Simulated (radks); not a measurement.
Results of a calculation; reference values are marked as such.
Neutral argon inside a hard spherical wall (all orbitals vanish at R), configuration held at [Ar] and not refilled when levels cross. Code: a radial shooting solver on a logarithmic mesh with Libxc functionals. Model: scalar-relativistic Kohn-Sham, LDA (Slater exchange, Perdew-Wang correlation), spin-polarised, spherical densities, point nucleus. Eigenvalues in eV for spin up, with the zero of energy where the potential of the charges vanishes at infinity; a dash marks a level that is unbound or too diffuse for the functional's potential to be trusted. A positive occupied level is held by the wall or, in an anion where self-interaction has pushed it up, behind a barrier. The pressure on the wall is -dE/dV.

R (bohr)  E (hartree)  kinetic (hartree)    e(2s)    e(2p)    e(3s)    e(3p)  e(4s, empty)  e(4p, empty)  pressure (GPa)
free       -527.80919            530.179  -295.97  -229.88  -24.263  -10.385        -0.268             -               0
20         -527.80919            530.179  -295.97  -229.88  -24.263  -10.385        -0.254         0.526        < 0.0001
15         -527.80919            530.179  -295.97  -229.88  -24.263  -10.385        -0.202         0.846        < 0.0001
7          -527.80866            530.185  -295.92  -229.83  -24.229  -10.351         1.609         4.493          0.0448
6          -527.80609            530.208  -295.78  -229.69  -24.118  -10.239         3.205         6.927           0.355
5          -527.79096            530.321  -295.18  -229.08  -23.680   -9.786         6.804        11.865            3.05
4          -527.69733            530.889  -292.80  -226.67  -22.035   -8.001        16.176        23.383            30.3
3.5        -527.52270            531.798  -289.67  -223.50  -19.901   -5.609        26.518        35.172             105
2.5        -525.68950            539.215  -271.17  -204.61   -5.991   10.155        84.859        96.406            1680
1.5        -506.27665            593.598  -196.96  -127.30   90.157   110.82        398.81        396.39           58900
